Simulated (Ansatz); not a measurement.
`C[SiH2][SiH](Cl)Cl` + `[OH][GeH3]` → `C[SiH2][O][GeH3]` + `Cl[SiH2]Cl` at 500 K and 1 bar (cleavage of the Si–Si bond).

Computed with Ansatz on PBE0-D4/def2-TZVP structures; ΔE is electronic, products minus reactants. CCSD(T)/CBS is the MP2 limit (def2-TZVPP, def2-QZVPP) plus CCSD(T) − MP2 in def2-TZVPP, frozen cores. For Ge outer-core shells are correlated without core-valence functions, which leaves a few kJ/mol of doubt a bond. Scalar relativity is left out up to krypton. Each species was taken in one conformer, which may not be the lowest.

| species | CCSD(T)/CBS energy (Eh) | H − E (kJ/mol) | S (J/(mol·K)) |
| --- | --- | --- | --- |
| `C[SiH2][SiH](Cl)Cl` | -1539.48961 | 229.5 | 469.4 |
| `[OH][GeH3]` | -2153.69723 | 124.0 | 309.0 |
| `C[SiH2][O][GeH3]` | -2483.29571 | 266.1 | 453.2 |
| `Cl[SiH2]Cl` | -1209.93203 | 81.5 | 323.4 |

H − E and S are ideal-gas, rigid-rotor, harmonic terms from PBE0-D4/def2-TZVP, for one conformer and one mirror image of each species. 1 Eh = 2625.50 kJ/mol, R = 8.31446 J/(mol·K).

Task: By hand: ΔE, ΔH, ΔS and ΔG.

Result: ΔE = (-2483.29571) + (-1209.93203) − (-1539.48961) − (-2153.69723) = -0.04090 Eh = -107.4 kJ/mol. Δ(H − E) = 266.1 + 81.5 − 229.5 − 124.0 = -5.9, so ΔH = -113.3 kJ/mol. ΔS = 453.2 + 323.4 − 469.4 − 309.0 = -1.8 J/(mol·K). ΔG = -113.3 − 500 × (-1.8)/1000 = -112.4 kJ/mol.

Task: By hand: the equilibrium constant, and the temperature at which ΔG would vanish if ΔH and ΔS stayed fixed.

Result: log₁₀ K = −ΔG/(RT ln 10) = 11.7. ΔG = 0 at ΔH/ΔS = 62944 K, far beyond where these terms or the molecules hold.

The number of gas molecules stays the same, so ΔS is small and ΔH decides. A doubt of 5 kJ/mol in ΔE shifts log₁₀ K by 0.5 here. Other conformers and mirror images would add mixing entropy, several J/(mol·K) or more a flexible species. Modes under 60 cm⁻¹, often nearly free rotors, make the harmonic entropy too high. These are equilibria of isolated gas molecules and say nothing of rates. Largest T1 diagnostic: 0.011 (customary marks: 0.02 for closed shells, 0.045 for open ones).
